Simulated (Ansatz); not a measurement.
Input file for Ansatz (a quantum-chemistry and plane-wave program): R-wB97X-V/def2-TZVPPD on H4OSi (SMILES O[SiH3]). Files ending in .json are basis or fitting sets from the Basis Set Exchange.

Ansatz 0.2 input:
```yaml
crystal:
  periodic: [false, false, false]
  atoms:
    - {symbol: O, position_ang: [0.60487635, -0.94747439, 3.19672031]}
    - {symbol: Si, position_ang: [0.41905943, 0.43166049, 4.08055492]}
    - {symbol: H, position_ang: [0.27572412, -0.92999139, 2.28968949]}
    - {symbol: H, position_ang: [1.12963209, 1.58246194, 3.46679221]}
    - {symbol: H, position_ang: [0.99209731, 0.15078069, 5.41271466]}
    - {symbol: H, position_ang: [-1.01038786, 0.80864300, 4.22396639]}
basis:
  gaussian:
    orbitals: def2-TZVPPD.json
hamiltonian:
  xc: {name: wB97X-V}
scf: {lower_state_search: off}
```

Output:

```
WARN ansatz: RAYON_NUM_THREADS=1 ignored (pool sized by the plan → 1); use --threads N
Functional definition: wB97X-V
these checks for a lower state are left out or cut short: stability, starts, cluster_reference, orbital_swaps, neighbouring_geometries, increment
integrals: 0.07 GiB planned
735 factors; their error is unknown
integrals: 0.11 GiB planned
226 factors; integrals over basis functions are off by at most 1.8e-5 eV
mean field: 0.68 GiB planned
mean field evaluation 1: about -9986.7024 eV, gradient 4.6e1 eV
mean field evaluation 2: about -9985.6111 eV, gradient 5.3e1 eV
mean field evaluation 4: about -9990.0123 eV, gradient 3.4e-1 eV
mean field evaluation 8: about -9990.0262 eV, gradient 7.8e-3 eV
mean field -9990.02623575 eV, -367.1266926807 hartree, gradient 3.1e-6 eV, S^2 0.000000; 0 other end points of the search recorded, 0 dependent functions left out
reference -9990.02623358 eV, -367.1266926011 hartree; 13, 13 occupied and 143, 143 virtual orbitals, 735 factors
Total energy: -9990.02623358 eV, -367.1266926011 hartree
Checks for a lower state left out: stability, starts, cluster_reference, orbital_swaps, neighbouring_geometries, increment
```

The calculation finished and met its thresholds.

Cost: very roughly 2.6 core-seconds.
